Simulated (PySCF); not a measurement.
HWO₂ (doublet). Method: PySCF, UPBE0, basis W def2-TZVP with ECP60, O def2-TZVP, H def2-TZVP (scalar-relativistic core potentials, no spin–orbit coupling, density fitting).

Harmonic bands of its minimum:

| ω (cm⁻¹) | IR (km/mol) |
| --- | --- |
| 333 | 5.5 |
| 474 | 22.0 |
| 663 | 2.1 |
| 1015 | 208 |
| 1066 | 65.3 |
| 1981 | 121 |

**Question.** The central atom is W. Infer the point group and assign the bands.

**Answer.** Cs. The modes span 4a' + 2a'': 333 a', 474 a', 663 a'', 1015 a'', 1066 a', 1981 a'. The computed geometry has W–H 1.734 Å, W–O 1.695 Å (×2); H–W–O 109.2° (×2), O–W–O 110.3°.

Other isomers or separated fragments may lie lower. Open d and f shells are described by one determinant, and the ground state may have another occupation or spin. No spin–orbit coupling is included, which matters more the heavier the element.
